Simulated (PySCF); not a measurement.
C2H8FNOSi. Atoms are numbered in the order given.

```xyz
14

C      1.6511    -0.4745     0.7983
Si     0.2511     0.2882    -0.1703
N     -0.2574     1.6957     0.6932
O      0.6212     0.6930    -1.7505
C     -1.0936    -1.0209    -0.4063
F     -1.4488    -1.4942     0.8657
H      2.1687    -1.2401     0.1985
H      1.2519    -0.9731     1.6971
H      2.3988     0.2688     1.1187
H     -1.1223     2.1711     0.4525
H     -0.0911     1.7521     1.6931
H      1.1525     1.4916    -1.8537
H     -1.9994    -0.6215    -0.9000
H     -0.7479    -1.8780    -1.0143
```

Coordinates come from a r2SCAN-D4/def2-SVP optimisation. The structure was generated by enumeration; whether it is a known compound was not checked. One conformer was computed; it need not be the lowest.

Vertical ionisation energy (IE) and electron affinity (EA) in eV. Rows of orbital energies are one-electron estimates. Where ΔSCF, EOM or ADC give a negative EA the extra electron is unbound and the value depends on the basis.

```csv
level,IE,EA
"−ε(HOMO), −ε(LUMO), PBE0/def2-TZVP (PySCF)",7.46,-0.69
"−ε(HOMO), −ε(LUMO), PBE/def2-TZVP (PySCF)",6.01,0.14
```
